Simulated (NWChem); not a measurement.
AlNH₄; SMILES [NH2][AlH2]

Program: NWChem. All runs use the structure optimised with B3LYP/6-31G* (spherical d). Total energies compare along this basis series because the functional is fixed.

| level | basis functions | energy (Ha) | highest occupied level (eV) | orbital gap (eV) | dipole (D) |
|---|---|---|---|---|---|
| TPSS/pcseg-1 | 52 | -299.6154 | -6.22 | 4.98 | 1.36 |
| TPSS/aug-pcseg-1 | 86 | -299.6220 | -6.34 | 4.97 | 1.20 |
| TPSS/pcseg-2 | 120 | -299.6763 | -6.27 | 4.99 | 1.21 |
| TPSS/STO-3G | 18 | -295.9593 | -2.10 | 6.61 | 0.95 |
| TPSS/def2-SVP | 52 | -299.5155 | -6.08 | 5.02 | 1.64 |
